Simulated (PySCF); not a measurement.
A structure optimised at PBE0-D3(BJ)/def2-SVP, used in a PySCF frequency run:

```
Ga
O 1 1.7759
H 2 0.9636 1 112.75
O 1 1.7799 2 116.30 3 0.00
H 4 0.9621 1 115.59 2 -180.00
Se 1 2.3096 2 118.38 3 180.00
H 6 1.4716 1 89.72 2 0.00
```

Question: Write its SMILES, formula and point group.

Answer: [OH][Ga]([OH])[SeH], GaH₃O₂Se, Cs

Question: What are its rotational constants (standard atomic weights)?

Answer: 6.1340, 1.5213, 1.2190 GHz
